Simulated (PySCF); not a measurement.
Estimate the missing entries of this data sheet.

C8H8O2.
Atom-mapped SMILES: `[O:1]=[CH:2][c:3]1[cH:4][cH:5][c:6]([CH2:7][OH:8])[cH:9][cH:10]1` (hydrogens: H11 on C2; H12 on C4; H13 on C5; H14, H15 on C7; H16 on O8; H17 on C9; H18 on C10)

Geometry (PBE0-D3(BJ)/def2-SVP, Å), atoms numbered from 1 in this order:
```
atom  x, y, z in Å
O1     3.192   -2.453    0.522
C2     2.655   -1.512    1.051
C3     1.459   -0.823    0.525
C4     0.870   -1.252   -0.671
C5    -0.256   -0.608   -1.161
C6    -0.812    0.480   -0.471
C7    -2.016    1.203   -1.023
O8    -2.753    1.902   -0.063
C9    -0.221    0.907    0.722
C10    0.906    0.258    1.218
H11    3.050   -1.088    2.011
H12    1.316   -2.103   -1.192
H13   -0.721   -0.952   -2.089
H14   -2.640    0.487   -1.593
H15   -1.672    1.956   -1.753
H16   -3.087    1.263    0.577
H17   -0.661    1.754    1.253
H18    1.368    0.593    2.151
```

```tsv
property	level	value
point group	PBE0-D3(BJ)/def2-SVP	C1
rotational constants A, B, C	PBE0-D3(BJ)/def2-SVP	4.522, 0.676, 0.595 GHz
dipole moment	CAM-B3LYP/def2-SVPD	2.60 D
HOMO energy	CAM-B3LYP/def2-SVPD	-8.77 eV
LUMO energy	CAM-B3LYP/def2-SVPD	?
lowest singlet excitation	TDDFT CAM-B3LYP/def2-SVPD	?
strongest line among the 6 lowest singlet transitions	TDDFT CAM-B3LYP/def2-SVPD	S3 at 5.23 eV (237 nm, f = 0.337)
static isotropic polarisability	CAM-B3LYP/def2-SVPD	?
electronic spatial extent ⟨r²⟩ about the centre of nuclear charge	CAM-B3LYP/def2-SVPD	1797 bohr²
```

Gas-phase values; electronic properties from PySCF, density fitting. Isolated species at its PBE0-D3(BJ)/def2-SVP geometry (one conformer only).

(1) The LUMO energy?

(2) Give the lowest singlet excitation.

(3) The static isotropic polarisability?

Results:

(1) -0.90 eV.

(2) 3.91 eV (317 nm, f = 0.000).

(3) 102.7 au.

The largest Löwdin shares of the LUMO are 0.20 on C2, 0.18 on O1, 0.13 on C6 and 0.12 on C3. With B = h/(8π²I), that is 505.379 GHz u Å² over I, the principal moments of inertia are 111.8, 747.8 and 849.6 u Å² (most abundant isotopes). The largest Löwdin shares of the HOMO are 0.20 on C3, 0.19 on C6, 0.12 on C9 and 0.09 on C4. The dipole matches unit charges of opposite sign 0.54 Å apart (1 e·Å = 4.8032 D).

For the geometry optimisation (PBE0-D3(BJ)/def2-SVP), time: 2.8 min; peak memory 0.87 GiB. Hardware: Intel Xeon Platinum 8488C, one thread, shared host with 192 logical CPUs at a one-minute load of 52.
